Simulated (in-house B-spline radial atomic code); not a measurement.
Binding energies in Cs10+

NIST's tabulated ground configuration is [Kr] 4d9; each binding energy is the energy of the ion with one electron taken from that subshell, relaxed, less that of the parent. Level of theory: Dirac-Hartree-Fock, average of configuration, Fermi nucleus of rms radius 4.8041 fm; calculated with a B-spline radial code for spherical atoms. Energies include first-order Breit, QED and recoil terms.

| subshell | X-ray name | binding energy (eV) | -ε (eV) | relaxation (eV) |
| --- | --- | --- | --- | --- |
| 1s | K | 36158.3 | 36352.0 | 62.5 |
| 2s | L1 | 5894.7 | 5939.8 | 31.0 |
| 2p1/2 | L2 | 5534.3 | 5582.8 | 34.7 |
| 2p3/2 | L3 | 5186.4 | 5229.1 | 33.2 |
| 3s | M1 | 1390.3 | 1403.8 | 11.0 |
| 3p1/2 | M2 | 1239.9 | 1253.7 | 11.6 |
| 3p3/2 | M3 | 1171.7 | 1184.1 | 11.0 |
| 4s | N1 | 401.8 | 404.4 | 2.1 |
| 4p1/2 | N2 | 345.2 | 347.6 | 2.0 |
| 4p3/2 | N3 | 330.8 | 332.9 | 1.8 |
| 4d | N4,5 | 236.1 | 237.7 | 1.6 |

Relaxation = -ε minus the binding energy without Breit, QED and recoil terms.

Emission lines follow as differences of binding energies, with λ = 12398.42 eV·Å / E:

```tsv
line	holes	energy (eV)	wavelength (Å)
K-L3	1s → 2p3/2	30971.9	0.40031
K-L2	1s → 2p1/2	30624.0	0.40486
K-M3	1s → 3p3/2	34986.6	0.35438
L1-M3	2s → 3p3/2	4723.0	2.6251
L3-M1	2p3/2 → 3s	3796.1	3.2661
```

Q: What screening constant σ does Moseley's law, E = (3/4)·13.6057 eV·(Z - σ)², need for K-L3?

A: σ = -0.09.

Moseley's non-relativistic formula needs a falling, then negative, screening constant for heavy elements, because relativity binds the 1s electron more strongly than the formula allows.

Q: What does it cost to remove two 3s electrons?

A: 2841.5 eV, which is 60.92 eV more than the two single binding energies together.

Q: What does it cost to remove both a 3s and a 3p1/2 electron?

A: 2682.9 eV, which is 52.69 eV more than the two single binding energies together.

Q: What does it cost to remove both a 2s and a 4p3/2 electron?

A: 6261.6 eV, which is 36.07 eV more than the two single binding energies together.
